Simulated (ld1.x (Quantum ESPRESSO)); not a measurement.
**Varying the TM potential for Mo (Z = 42)**

Base potential:

Mo, norm-conserving Troullier–Martins (Kleinman–Bylander form), made with ld1.x (Quantum ESPRESSO) 7.5 (PBE, scalar-relativistic). Core [Ar] 3d10, reference 4s2 4p6 4d5 5s0.75 5p0.25. Waves: 4s (bound): rc 1.70 bohr; 4d (bound): rc 2.30 bohr; 4p (bound): rc 1.85 bohr. Local part: the p channel. Core correction: none.

Occupied shells without a wave of their own: 5p, 5s. They enter only through the test configuration that unscreens the potential.

Cutoffs, loose and tight: the cutoffs (Ry, on a coarse ladder) from which the occupation-weighted sum of valence levels, in a spherical-Bessel basis at the reference potential, stays within 10 and 1 mRy of its value at 400 Ry. They do not see the model core or the augmentation charge, which bear on the density cutoff. Test errors are all-electron minus pseudo excitation energies from the reference, over the configurations 4s2 4p6 4d5 5s1 5p0; 4s2 4p6 4d5 5s0 5p0; 4s2 4p6 4d4 5s0 5p0; 4s2 4p6 4d4 5s1 5p1; 4s2 4p6 4d4 5s2 5p0; 4s2 4p6 4d5.5 5s0.5 5p0; 4s2 4p6 4d5 5s0.5 5p0. A dash means not determined; rows that change the core or the reference have their own tests.

| change | outcome | cutoff, loose | cutoff, tight | bound ghosts | largest test error (meV) |
| --- | --- | --- | --- | --- | --- |
| base | generated, misses its reference levels by 0.41 eV | 45 Ry | 70 Ry | none | -652 |
| all radii scaled by about 0.89 (s 1.50, p 1.64, d 2.04 bohr) | generated, misses its reference levels by 0.19 eV | 70 Ry | 100 Ry | none | -303 |
| all radii scaled by about 0.95 (s 1.62, p 1.76, d 2.18 bohr) | generated, misses its reference levels by 0.31 eV | 50 Ry | 70 Ry | none | -491 |
| all radii scaled by about 1.09 (s 1.86, p 2.02, d 2.52 bohr) | generated, misses its reference levels by 0.61 eV | 35 Ry | 55 Ry | none | -954 |
| all radii scaled by about 1.16 (s 1.96, p 2.14, d 2.66 bohr) | generated, misses its reference levels by 0.76 eV | 30 Ry | 50 Ry | none | -1172 |
| all radii scaled by about 1.27 (s 2.16, p 2.36, d 2.92 bohr) | generated, misses its reference levels by 1.09 eV | 30 Ry | 45 Ry | none | -1632 |
| all radii scaled by about 1.37 (s 2.34, p 2.54, d 3.16 bohr) | generated, misses its reference levels by 1.42 eV | 25 Ry | 45 Ry | none | -2115 |

Q: What comes out with this change to the base: all radii scaled by about 0.76 (s 1.28, p 1.40, d 1.74 bohr)?

A: outcome: generated; cutoff, loose: 90 Ry; cutoff, tight: 160 Ry; bound ghosts: none; largest test error (meV): -81.

Reading the sweep of the scale of all radii (base = 1) (base included, trends over the rows without a ghost): The loose cutoff falls from 90 Ry at 0.76 to 25 Ry at 1.37. A larger radius leaves more room for a smooth pseudo-wave, so fewer plane waves are needed; a smaller one forces it to follow the all-electron wave where it bends sharply. The median size of the test errors (rows with all tests solved) rises from 34.9 meV at 0.76 to 514.4 meV at 1.37. More of the atom is replaced by a form fitted at one configuration, so other configurations suffer as the radius grows.
